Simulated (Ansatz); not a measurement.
Bond stretch in AlBe (anion, charge -1), lowest triplet found (which spin is the ground state isn't settled by this scan).

Level of theory: full CI/aug-cc-pVDZ, frozen core run with Ansatz (a first-principles code).

### Question
Relative to R = 2.32 Å, what are the energies at R = 1.57, 1.70, 2.07, 2.71 Å?

### Answer
94.5 kcal/mol at 1.57 Å, 55.1 kcal/mol at 1.70 Å, 6.2 kcal/mol at 2.07 Å, 4.1 kcal/mol at 2.71 Å.

The scan ran from 1.57 to 7.43 Å; beyond the distances shown full CI changes its symmetry label. Where the anion isn't bound against loss of the electron, the finite basis alone holds it.
